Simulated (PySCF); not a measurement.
Computed data sheet: `FC(F)C1=CC=CCC1`

Compound: C7H8F2.
Bonds: F1–C2, C2–F3, C2–C4, C4–C5 (double), C5–C6, C6–C7 (double), C7–C8, C8–C9, C4–C9. Hydrogens: H10 on C2; H11 on C5; H12 on C6; H13 on C7; H14, H15 on C8; H16, H17 on C9.

Structural features include: C=C double bond and C–F bond.

From GFN2-xTB geometry:

```yaml
Point_group_of_the_GFN2-xTB_geometry: C1
Rotational_constants_A_B_C_of_the_GFN2-xTB_geometry: 3.321, 1.115, 0.898 GHz
```

PBE0/pcSseg-1 ground state and GIAO shieldings, non-relativistic (PySCF):

```yaml
Dipole_moment: 2.56 D
HOMO_energy: -6.60 eV
LUMO_energy: -1.18 eV
HOMO–LUMO_gap: 5.42 eV
Lowest_Hirshfeld_atomic_charge: -0.12 e on F1
Highest_Hirshfeld_atomic_charge: +0.14 e on C2
13C_chemical_shifts_computed_TMS_as_zero_by_class: 138.2 (C4), 137.3 (C7), 131.1 (C6), 129.7 (C5), 120.4 (C2), 26.1 (C8), 23.8 (C9) ppm
1H_chemical_shifts_computed_TMS_as_zero_by_class: 6.70 (H11), 6.41 (H12), 6.34 (H10), 6.21 (H13), 2.35 (H14/H15), 2.19 (H16/H17) ppm
Isotropic_shieldings_of_nuclei_other_than_C_and_H_by_class: 315 (F1/F3) ppm
Mayer_bond_orders_between_heavy_atoms: F1–C2 0.95, C2–F3 0.96, C2–C4 1.02, C4–C5 1.77, C5–C6 1.11, C6–C7 1.84, C7–C8 1.04, C8–C9 1.05, C9–C4 1.02
```

Monoisotopic mass (most abundant isotopes): 130.0594 u.

The dipole matches unit charges of opposite sign 0.53 Å apart (1 e·Å = 4.8032 D). The rotational constants make it an asymmetric top with κ = (2B − A − C)/(A − C) = -0.82, nearer the prolate limit (−1). With B = h/(8π²I), that is 505.379 GHz u Å² over I, the principal moments of inertia are 152.2, 453.1 and 563.0 u Å² (most abundant isotopes); the inertial defect Ic − Ia − Ib is -42.3 u Å² (zero for a rigid planar frame, negative otherwise).

The structure is a single GFN2-xTB conformer in the gas phase; no vibrational or solvent corrections. NMR classes are plain means over equivalent atoms (diastereotopic ones count apart unless rotation or inversion swaps them), as if these changed places fast; in this geometry the members of some classes differ.

Conformer computed: `[F:1][CH:2]([F:3])[C:4]1=[CH:5][CH:6]=[CH:7][CH2:8][CH2:9]1`: F1–C2–C4–C5 115°.
